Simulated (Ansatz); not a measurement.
Consider the ligand exchange at a Ta–O bond: `[O]=[Ta]([OH])([F])[F]` + H–F → `[O]=[Ta]([F])([F])[F]` + H₂O.

Program: Ansatz. Geometries: PBE0-D4/def2-TZVP. ΔE: electronic, gas phase. CCSD(T)/CBS adds triple-zeta CCSD(T) − MP2 to the extrapolated MP2 energy (def2 sets, frozen cores). This one scheme is used for every species. Functionals use def2-TZVPP. B3LYP here is the variant with VWN-RPA as its local correlation; programs differ in this. HSE06 is defined as in plane-wave codes. Elements past krypton have def2 core potentials. For Ta outer-core shells are correlated without core-valence functions, which leaves a few kJ/mol of doubt a bond. Each species was taken in one conformer, which may not be the lowest.

```tsv
level	ΔE (kJ/mol)	difference from CCSD(T)/CBS
LDA (SPW92)	-19.9	0.4
PBE-D4	-26.2	-5.9
revPBE-D4	-26.7	-6.4
BLYP-D4	-27.1	-6.8
r2SCAN-D4	-27.8	-7.5
PBE0-D4	-23.3	-3.0
B3LYP-D4	-24.7	-4.4
r2SCANh-D4	-26.2	-5.9
r2SCAN0-D4	-24.1	-3.8
HSE06-D4	-23.2	-2.9
BHLYP-D4	-22.8	-2.5
CAM-B3LYP-D4	-25.3	-5.0
ωB97X-V	-26.8	-6.5
ωB97M-V	-25.5	-5.2
PBE-QIDH	-21.5	-1.2
PBE	-27.8	-7.5
revPBE	-30.3	-10.0
BLYP	-30.4	-10.1
r2SCAN	-28.2	-7.9
PBE0	-24.7	-4.4
B3LYP	-27.3	-7.0
r2SCANh	-26.7	-6.4
r2SCAN0	-24.6	-4.3
HSE06	-24.5	-4.2
CAM-B3LYP	-26.7	-6.4
LC-ωPBE	-28.1	-7.8
RPA@PBE/def2-TZVPP	-22.5	-2.2
HF/def2-SVP	-24.6	-4.3
MP2/def2-SVP	-23.0	-2.7
HF/def2-TZVPP	-26.0	-5.7
MP2/def2-TZVPP	-18.7	1.6
SCS-MP2/def2-TZVPP	-21.6	-1.3
CCSD/def2-TZVPP	-20.8	-0.5
CCSD(T)/def2-TZVPP	-20.5	-0.2
HF/def2-QZVPP	-27.8	-7.5
MP2/def2-QZVPP	-19.3	1.0
SCS-MP2/def2-QZVPP	-22.1	-1.8
HF/CBS(def2)	-28.1	-7.8
MP2/CBS(def2)	-18.6	1.7
CCSD/CBS(def2)	-20.7	-0.4
CCSD(T)/CBS	-20.3	0
```

Largest T1 diagnostic among the species: 0.020.

From r2SCAN to r2SCAN0 (25 % exact exchange), in def2-TZVPP and without D4, ΔE moves by +3.6 kJ/mol. At CCSD(T), def2-SVP lies −3.4 kJ/mol from the extrapolated value and def2-TZVPP −0.2 kJ/mol.
